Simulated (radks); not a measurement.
Values are calculated unless marked as measured or tabulated.
Task: The mean radii <r> (bohr) of the occupied orbitals of an atom or ion are listed with their occupations. Level of theory: Dirac Kohn-Sham, exchange-only PBE, spin-unpolarised, spherical densities, finite nucleus; Fermi nuclear charge, rms radius of each element as measured or else 0.836 A^(1/3) + 0.57 fm (a radial shooting solver on a logarithmic mesh with Libxc functionals).

| orbital | occ. | <r> |
|---|---|---|
| 1s1/2 | 2 | 0.1579 |
| 2s1/2 | 2 | 0.8656 |
| 2p1/2 | 1.66667 | 0.8861 |
| 2p3/2 | 3.33333 | 0.8882 |

Name the element and its charge. Open shells, if any, are shared by 2j + 1.

Result: Z = 10, neon, charge +1: Ne+ in [He] 2s2 2p5. The 1s radius gives Z: for a bare nucleus <r> = (2 gamma + 1)/(2Z) with gamma = sqrt(1 - (Z/c)^2), 0.1497 bohr for Z = 10, and screening makes it slightly larger (0.1579 here). The occupations add up to 9, and the charge is Z minus that.
